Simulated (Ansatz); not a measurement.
Relaxation of ClFGeH₄ (7 atoms, charge 0, multiplicity 1), to a largest force component of 0.03 eV/Å in at most 50 steps.

Method: RHF/def2-SVP (Ansatz 0.2.0).

```xyz
7
Properties=species:S:1:pos:R:3:forces:R:3
Ge -0.362 0.154 -0.366 -0.15 0.12 -0.02
Cl -0.234 -0.875 2.899 -0.96 0.89 -0.40
H 1.057 0.586 -0.022 0.00 0.00 0.00
F -0.772 0.951 -1.846 0.00 0.00 0.00
H -0.511 -1.339 -0.621 0.00 0.00 0.00
H -1.382 0.660 0.675 0.10 0.05 -0.43
H -1.108 -0.021 2.396 1.01 -1.06 0.85
```

Question: Where does it end, and by what steps?

Answer: The forces met the threshold. The force dipped under the threshold on the way, but the program's further checks kept it going. After 9 steps the energy has fallen by 0.203 eV; H7 moved furthest, 1.10 Å.

```json
{"step": "0", "energy less start (eV)": "0.0000", "largest force component (eV/Å)": "1.063", "accepted": "yes"}
{"step": "1", "energy less start (eV)": "-0.1204", "largest force component (eV/Å)": "0.434", "accepted": "yes"}
{"step": "2", "energy less start (eV)": "-0.1520", "largest force component (eV/Å)": "0.495", "accepted": "yes"}
{"step": "3", "energy less start (eV)": "-0.1835", "largest force component (eV/Å)": "0.130", "accepted": "yes"}
{"step": "4", "energy less start (eV)": "-0.1945", "largest force component (eV/Å)": "0.056", "accepted": "yes"}
{"step": "5", "energy less start (eV)": "-0.2009", "largest force component (eV/Å)": "0.059", "accepted": "yes"}
{"step": "6", "energy less start (eV)": "-0.2026", "largest force component (eV/Å)": "0.011", "accepted": "yes"}
{"step": "7", "energy less start (eV)": "-0.2026", "largest force component (eV/Å)": "0.031", "accepted": "no"}
{"step": "8", "energy less start (eV)": "-0.2030", "largest force component (eV/Å)": "0.016", "accepted": "yes"}
{"step": "9", "energy less start (eV)": "-0.2031", "largest force component (eV/Å)": "0.018", "accepted": "yes"}
```

```xyz
7
Properties=species:S:1:pos:R:3
Ge -0.387 0.243 -0.575
Cl -0.172 -0.967 2.971
H 1.005 0.661 -0.113
F -0.561 0.852 -2.189
H -0.556 -1.270 -0.675
H -1.498 0.903 0.239
H -1.145 -0.306 3.457
```

Whether the end is a true minimum wasn't checked by a vibrational analysis.

The run took 12 s on 1 thread of Intel(R) Xeon(R) 6975P-C (Granite Rapids) (shared host), peak memory 0.18 GiB.
